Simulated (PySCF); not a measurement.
## Converging HI⁺ in the basis (CCSD(T))

PySCF, UHF reference; doublet, unpaired electrons π ↑; De to H + I⁺ without counterpoise correction. Frozen cores follow the default of each basis and core potential.

```tsv
basis	relativity	functions	Re (Å)	ωe (cm⁻¹)	De (eV)	frozen orbitals
x2c-SVPall	spin-free X2C	41	1.634	2225	3.05	18
def2-SVPD	scalar-relativistic core potentials	43	1.636	2226	3.09	4
cc-pVTZ/cc-pVTZ-PP	scalar-relativistic core potentials	53	1.632	2235	3.29	4
```

Problem. How does each smaller set differ from the one with most functions, cc-pVTZ/cc-pVTZ-PP?

Solution. x2c-SVPall: +0.2 pm, -0.4 % in ωe, -0.24 eV in De; def2-SVPD: +0.4 pm, -0.4 % in ωe, -0.20 eV in De. All at CCSD(T); the set with most functions is neither the basis-set limit nor always the best. The rows treat relativity differently, so the differences are not basis effects alone.

Correlated steps freeze the inner cores (4 to 18 orbitals); shallow outer-core shells are correlated. Correlated levels converge slowly with the basis: in double zeta they bind strong bonds too weakly, by up to about 1 eV, and carry superposition errors of some tenths. Spin–orbit coupling is left out, which matters for elements this heavy, above all for dissociation energies. For an ion De counts to the pair picked by the measured ionisation energies or electron affinities, which need not be the lowest pair at this level. The state was picked by a PBE0 search and need not be the measured ground state.
